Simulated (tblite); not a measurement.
Record of a relaxation.

Species: C9H9Se (charge -1).
Bonds: Se1–C2, C2–C3 (aromatic), C3–C4 (aromatic), C4–C5 (aromatic), C5–C6 (aromatic), C6–C7, C7–C8, C8–C9, C6–C10 (aromatic), C2–C10 (aromatic), C7–C9. Hydrogens: H11 on C3; H12 on C4; H13 on C5; H14 on C7; H15, H16 on C8; H17, H18 on C9; H19 on C10.
Bond orders are those of one Lewis drawing.

Computed with GFN2-xTB (tblite), gas phase: L-BFGS steps from a force-field or distance-geometry start until the largest atomic force falls under 0.01 eV/Å. 4 of its 60 geometries are shown.

Step 0: E = -740.9257 eV, largest atomic force 3.131 eV/Å
```
atom  x, y, z in Å  |  force x, y, z in eV/Å
Se1     2.643   -2.040    2.241   -0.880   1.488  -1.496
C2      1.865   -0.627    0.829    1.283  -1.969   2.069
C3      2.776    0.230    0.255   -1.052   0.216  -0.439
C4      2.253    1.145   -0.664    0.446  -0.968   1.005
C5      0.898    1.130   -0.915   -0.198   1.015  -0.999
C6      0.006    0.260   -0.330    0.223  -0.421   0.244
C7     -1.438    0.240   -0.602   -0.220   1.457  -0.055
C8     -2.259   -0.986   -0.440   -1.213  -0.143  -0.003
C9     -2.367    0.134    0.587   -0.640  -0.514   0.123
C10     0.519   -0.644    0.583    0.031  -0.161   0.084
H11     3.808    0.171    0.514    0.348   0.038   0.024
H12     2.950    1.815   -1.118   -0.032   0.466  -0.412
H13     0.505    1.850   -1.628   -0.022   0.064  -0.078
H14    -1.792    1.000   -1.351    0.456  -0.883   0.455
H15    -3.103   -1.045   -1.196    0.998  -0.403   1.147
H16    -1.842   -1.929   -0.038   -0.256   0.706  -0.865
H17    -1.967   -0.051    1.606   -0.224   0.192  -0.991
H18    -3.314    0.694    0.590    0.596  -0.085   0.034
H19    -0.149   -1.338    1.070    0.354  -0.095   0.152
```

Step 20: E = -741.6400 eV, largest atomic force 0.047 eV/Å
```
atom  x, y, z in Å  |  force x, y, z in eV/Å
Se1     2.596   -1.942    2.142    0.023   0.013  -0.004
C2      1.915   -0.698    0.904    0.014  -0.017   0.013
C3      2.756    0.209    0.265   -0.014  -0.002  -0.028
C4      2.232    1.108   -0.641    0.010   0.002  -0.003
C5      0.875    1.123   -0.920    0.016   0.029  -0.011
C6      0.022    0.226   -0.283    0.022   0.028  -0.001
C7     -1.435    0.279   -0.560    0.005   0.007  -0.007
C8     -2.292   -0.951   -0.445   -0.007  -0.015  -0.040
C9     -2.413    0.134    0.575   -0.009  -0.001   0.005
C10     0.555   -0.676    0.623   -0.009   0.006   0.009
H11     3.813    0.195    0.485   -0.013   0.003   0.000
H12     2.888    1.814   -1.137   -0.003  -0.006  -0.003
H13     0.471    1.837   -1.629    0.016  -0.012   0.003
H14    -1.706    0.985   -1.340    0.015  -0.015   0.011
H15    -3.100   -1.085   -1.150   -0.008   0.006  -0.033
H16    -1.806   -1.871   -0.161   -0.010  -0.030   0.010
H17    -2.000   -0.044    1.555   -0.021   0.000   0.042
H18    -3.303    0.746    0.573   -0.028   0.022   0.016
H19    -0.078   -1.382    1.137    0.000  -0.018   0.021
```

Step 39: E = -741.6434 eV, largest atomic force 0.010 eV/Å
```
atom  x, y, z in Å  |  force x, y, z in eV/Å
Se1     2.637   -1.930    2.141    0.002   0.000   0.006
C2      1.932   -0.694    0.910   -0.007  -0.003   0.004
C3      2.765    0.207    0.254   -0.003  -0.003   0.004
C4      2.234    1.103   -0.649    0.001   0.000   0.004
C5      0.874    1.118   -0.912    0.002   0.002  -0.003
C6      0.026    0.227   -0.259   -0.002   0.003  -0.008
C7     -1.430    0.279   -0.540   -0.002   0.007   0.004
C8     -2.301   -0.946   -0.461    0.006   0.001  -0.002
C9     -2.436    0.128    0.570    0.001   0.001   0.004
C10     0.567   -0.672    0.647   -0.006   0.002  -0.007
H11     3.825    0.195    0.464    0.001  -0.004  -0.006
H12     2.886    1.805   -1.158   -0.002  -0.002  -0.006
H13     0.466    1.825   -1.624   -0.003   0.001   0.001
H14    -1.690    0.993   -1.317    0.004   0.000   0.002
H15    -3.090   -1.061   -1.191    0.007  -0.003  -0.003
H16    -1.838   -1.876   -0.170    0.005  -0.003  -0.008
H17    -2.056   -0.069    1.561    0.001  -0.001   0.005
H18    -3.318    0.754    0.556   -0.004  -0.004   0.004
H19    -0.062   -1.377    1.170   -0.001   0.007   0.006
```

Step 59: E = -741.6449 eV, largest atomic force 0.009 eV/Å
```
atom  x, y, z in Å  |  force x, y, z in eV/Å
Se1     2.626   -1.908    2.167   -0.001  -0.002   0.000
C2      1.926   -0.683    0.922   -0.003   0.001  -0.001
C3      2.766    0.189    0.236    0.002   0.000   0.005
C4      2.238    1.086   -0.668    0.004  -0.005  -0.004
C5      0.874    1.123   -0.910    0.001   0.001   0.002
C6      0.021    0.253   -0.237    0.002  -0.007  -0.006
C7     -1.435    0.304   -0.519    0.001  -0.003   0.003
C8     -2.280   -0.941   -0.485   -0.005   0.001   0.005
C9     -2.448    0.100    0.575    0.000   0.001   0.003
C10     0.558   -0.640    0.677   -0.002   0.003   0.004
H11     3.829    0.152    0.423    0.003   0.008   0.003
H12     2.895    1.766   -1.198    0.000   0.002  -0.003
H13     0.468    1.831   -1.623    0.000  -0.002  -0.007
H14    -1.698    1.034   -1.279    0.001   0.002   0.005
H15    -3.059   -1.055   -1.226    0.001   0.001  -0.002
H16    -1.796   -1.867   -0.216    0.000   0.002  -0.007
H17    -2.077   -0.116    1.565    0.000  -0.002   0.001
H18    -3.344    0.706    0.567    0.001  -0.001   0.002
H19    -0.075   -1.325    1.221   -0.003   0.000  -0.003
```

**Question.** Summarise the path.

**Answer.** The energy falls by 16.59 kcal/mol from step 0 to step 59; nine tenths of that is first reached at step 4. It falls at every step. The largest force goes from 3.131 to 0.009 eV/Å. Among the bonds Se1–C2 changes most, from 2.144 to 1.882 Å; the atoms move by 0.106 Å rms after alignment.

**Question.** Follow the three bonds and two angles with the largest change from start to end.

**Answer.** 
```csv
step,E above end (kcal/mol),largest force (eV/Å),Se1–C2 (Å),C8–H15 (Å),C7–H14 (Å),C3–C2–C10 (°),C7–C8–H15 (°)
0,16.59,3.131,2.144,1.134,1.125,125.7,112.4
3,1.76,0.604,1.891,1.075,1.087,117.1,114.7
5,0.83,0.304,1.878,1.085,1.094,118.5,116.6
8,0.42,0.203,1.878,1.080,1.081,119.0,117.8
10,0.29,0.103,1.881,1.080,1.084,119.2,117.9
13,0.20,0.102,1.881,1.083,1.089,119.1,118.3
15,0.16,0.054,1.882,1.083,1.087,119.0,118.7
18,0.13,0.048,1.883,1.081,1.085,119.1,118.9
21,0.11,0.047,1.882,1.081,1.087,119.2,118.4
23,0.09,0.067,1.881,1.082,1.087,119.1,118.3
26,0.07,0.045,1.882,1.082,1.086,119.1,118.3
28,0.06,0.047,1.882,1.081,1.086,119.2,118.3
31,0.04,0.027,1.882,1.081,1.087,119.2,118.1
33,0.04,0.019,1.882,1.082,1.086,119.2,118.2
36,0.04,0.014,1.882,1.082,1.086,119.2,118.2
38,0.04,0.012,1.882,1.082,1.087,119.2,118.2
41,0.03,0.015,1.882,1.082,1.086,119.2,118.3
44,0.03,0.024,1.882,1.082,1.086,119.2,118.3
46,0.03,0.028,1.883,1.081,1.087,119.2,118.3
49,0.01,0.028,1.882,1.082,1.087,119.2,118.1
51,0.01,0.022,1.881,1.082,1.086,119.1,118.2
54,0.00,0.013,1.882,1.082,1.086,119.2,118.3
56,0.00,0.013,1.882,1.081,1.087,119.2,118.3
59,0.00,0.009,1.882,1.082,1.086,119.2,118.4
```

The cost below is that of the whole relaxation. On Arm Neoverse V1, one thread, on a shared host, this took 0.47 s of wall time.
